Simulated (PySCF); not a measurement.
Bi(OH)(OMe)2, SMILES C[O][Bi]([OH])[O]C (C2H7BiO3) (PBE0/def2-SVP optimised geometry):

```
13

Bi    -1.720    -1.197     0.000
O     -1.985     0.874     0.000
H     -1.998     1.197     0.912
O      0.369    -1.197     0.000
C      1.121    -0.050     0.284
H      0.548     0.886     0.140
H      1.497    -0.059     1.325
H      1.998    -0.012    -0.387
O     -1.969    -1.412     2.065
C     -0.886    -1.452     2.951
H      0.033    -1.869     2.498
H     -0.632    -0.446     3.341
H     -1.151    -2.084     3.817
```

Calculation: PySCF 2.14.0 with PBE0/def2-TZVP, def2 effective core potentials past Kr.

Problem. What are the frontier orbital energies and the dipole moment?

Solution. HOMO-2 -8.03 eV, HOMO-1 -7.57 eV, HOMO -7.56 eV, LUMO -0.98 eV, LUMO+1 -0.93 eV; dipole moment 1.06 D.

On the same geometry PBE/def2-TZVP, def2 effective core potentials past Kr (PySCF) gives HOMO-2 -6.58 eV, HOMO-1 -6.07 eV, HOMO -6.03 eV, LUMO -1.71 eV, LUMO+1 -1.66 eV; dipole moment 0.90 D.
